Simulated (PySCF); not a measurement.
# Mayer bond orders and bond lengths

C5H6FPS.
SMILES with atom numbers: `[CH3:1][C:2]1=[CH:3][CH:4]=[C:5]([F:6])[P@@H:7]1=[S:8]` (hydrogens: H9, H10, H11 on C1; H12 on C3; H13 on C4; H14 on P7)

Structure used (GFN2-xTB), in Å, numbered top down from 1:
```xyz
14
C5H6FPS angstrom
C      2.0794   -0.1248    0.1261
C      0.6075   -0.1297   -0.0757
C     -0.0927   -0.5546   -1.1405
C     -1.5345   -0.4047   -1.0653
C     -1.9532    0.1632    0.0722
F     -3.2219    0.4122    0.3981
P     -0.5352    0.6099    1.1425
S     -0.2599    2.4425    1.6731
H      2.3699   -0.8849    0.8526
H      2.6027   -0.3177   -0.8074
H      2.3896    0.8432    0.5212
H      0.3623   -0.9839   -2.0192
H     -2.1854   -0.7215   -1.8629
H     -0.6292   -0.3496    2.1630
```

Bond orders from the PBE0/pcSseg-1 density (PySCF). Geometry: GFN2-xTB; no solvent, vibrations or thermal averaging.

Problem. Where do the orders between heavy atoms depart from those drawn in the SMILES?

Solution. The largest departure is 0.257, at C4–C5 (drawn double, 1.743). Drawn single, order below 0.88: C5–P7 (0.816) and P7–C2 (0.835).

Problem. Set the Mayer orders of the bonds beside their lengths.

Solution. 
| bond | drawn as | length (Å) | Mayer order |
| --- | --- | --- | --- |
| C1–C2 | single | 1.486 | 1.073 |
| C2–C3 | double | 1.343 | 1.748 |
| C3–C4 | single | 1.451 | 1.072 |
| C4–C5 | double | 1.339 | 1.743 |
| C5–F6 | single | 1.333 | 0.948 |
| C5–P7 | single | 1.832 | 0.816 |
| P7–S8 | double | 1.928 | 1.771 |
| P7–C2 | single | 1.827 | 0.835 |
| C1–H9 | single | 1.091 | 0.942 |
| C1–H10 | single | 1.087 | 0.962 |
| C1–H11 | single | 1.090 | 0.936 |
| C3–H12 | single | 1.079 | 0.977 |
| C4–H13 | single | 1.077 | 0.955 |
| P7–H14 | single | 1.404 | 0.868 |

By pair of heavy elements: C–C: lowest C3–C4 and C1–C2 (1.072, 1.451 Å), highest C2–C3 (1.748, 1.343 Å). C–P: all 2 within 0.02 of one another (0.816 to 0.835). Bonds named together lie within 0.004.

Problem. Sum the orders of all bonds at each heavy atom with more than one neighbour and set the sums beside the valence in the SMILES.

Solution. C1 3.913 (drawn 4), C2 3.656 (drawn 4), C3 3.797 (drawn 4), C4 3.770 (drawn 4), C5 3.507 (drawn 4), P7 4.290 (drawn 5). Orders between atoms that aren't bonded are not in these sums.

The Mayer order sums products of elements of PS (density times overlap matrix) between the two atoms' basis functions, so it depends on the basis set.
